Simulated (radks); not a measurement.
Values are calculated unless marked as measured or tabulated.
Ni19+, 9 electrons, occupied as [He] 2s2 2p5 (the NIST ground configuration). Level of theory: Dirac Kohn-Sham, BLYP, spin-unpolarised, spherical densities, finite nucleus; open shells fill j = l - 1/2 first; Fermi nuclear charge, rms radius 3.7757 fm (a radial shooting solver on a logarithmic mesh with Libxc functionals).

Normalised radial functions P(r) = r R(r) (large component), r in bohr:

r,1s1/2
0.00539,1.4053
0.006744,1.6847
0.00837,1.9889
0.01047,2.3352
0.0131,2.7020
0.01626,3.0567
0.02034,3.3971
0.02525,3.6621
0.03158,3.8247
0.03951,3.8243
0.04904,3.6330
0.06135,3.2249
0.07676,2.6340
0.09526,1.9652
0.1192,1.2794
0.1479,0.7283
0.1851,0.3349
0.2315,0.1208
0.2873,0.0340
0.3595,0.0063
0.4461,0.0008
0.5582,0.0001
0.6983,0.0000
0.8667,0.0000
1.084,0.0000
1.356,0.0000
1.684,0.0000

1s1/2: eigenvalue -9039.8 eV, 0 radial nodes, <r> = 0.0540 bohr, 90 % of the charge inside 0.0964 bohr.
